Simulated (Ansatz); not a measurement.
`NC1(N)N[SiH2]1`, relaxed with RKS PBE-D4/def2-SVP in Ansatz 0.2.0 from a rough embedded geometry. The force threshold is 0.03 eV/Å; the program also tests the step.

The species carries charge 0 and has multiplicity 1.

Start:

```xyz
12

N    -0.614    1.407    0.237
C     0.150    0.293    0.036
N     1.039    0.517   -1.023
N    -0.643   -0.833   -0.308
Si    0.180   -1.188    1.193
H    -1.122    1.714   -0.601
H    -0.005    2.239    0.406
H     1.769   -0.212   -1.107
H     0.575    0.360   -1.910
H    -1.588   -0.606    0.039
H    -0.864   -1.398    2.203
H     1.122   -2.291    0.836
```

**Question.** By how much does the energy fall, and how many steps does the optimiser take? (Estimate.)

**Answer.** The calculation gave: 100.19 kJ/mol, in 12 steps, 2 of them rejected.

**Question.** Which bonds change most? (Estimate.)

**Answer.** Ansatz gave: N1–C2 from 1.366 to 1.444 Å; C2–N4 from 1.420 to 1.494 Å; C2–N3 from 1.400 to 1.444 Å; Si5–H11 from 1.468 to 1.498 Å.

**Question.** Give the relaxed structure. (An estimate is asked.)

**Answer.** Computed: 
```xyz
12

N    -0.648    1.368    0.332
C     0.093    0.212   -0.114
N     1.145    0.500   -1.060
N    -0.782   -0.965   -0.395
Si    0.121   -1.215    1.112
H    -1.168    1.765   -0.470
H     0.021    2.098    0.611
H     1.735   -0.330   -1.203
H     0.716    0.690   -1.983
H    -1.791   -0.763   -0.369
H    -0.522   -0.994    2.447
H     1.082   -2.366    1.094
```
